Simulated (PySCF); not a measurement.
A calculated (r2SCAN, PySCF 2.14, x2c-TZVPPall with one added diffuse shell each of s, p, d, f type, the spin-free X2C one-electron Hamiltonian (Gaussian nucleus)) atom or ion has these occupied shells.

```csv
shell,electrons,orbital energy (eV),"rms radius, mean of both spins (bohr)"
1s α,1,-78236.2,0.0194
1s β,1,-78236.2,0.0194
2s α,1,-13774.4,0.0782
2s β,1,-13774.2,0.0782
2p α,3,-11986.6,0.0716
2p β,3,-11986.4,0.0716
3s α,1,-3251.5,0.200
3s β,1,-3251.5,0.200
3p α,3,-2725.8,0.202
3p β,3,-2725.7,0.202
3d α,5,-2131.1,0.184
3d β,5,-2131.0,0.184
4s α,1,-708.95,0.441
4s β,1,-708.75,0.441
4p α,3,-534.70,0.470
4p β,3,-534.51,0.470
4d α,5,-315.86,0.503
4d β,5,-315.64,0.503
5s α,1,-108.70,1.01
5s β,1,-107.26,1.01
4f α,7,-76.000,0.570
4f β,7,-75.686,0.570
5p α,3,-62.934,1.17
5p β,3,-61.168,1.17
5d α,5,-10.837,1.76
5d β,3,-9.269,1.76
6s α,1,-8.778,2.92
6p α,1,-2.712,4.29
```

(1) Name the element and its charge.

Results:

(1) Pt (platinum, neutral), in [Xe] 4f14 5d8 6s1 6p1, one real determinant (an excited configuration).
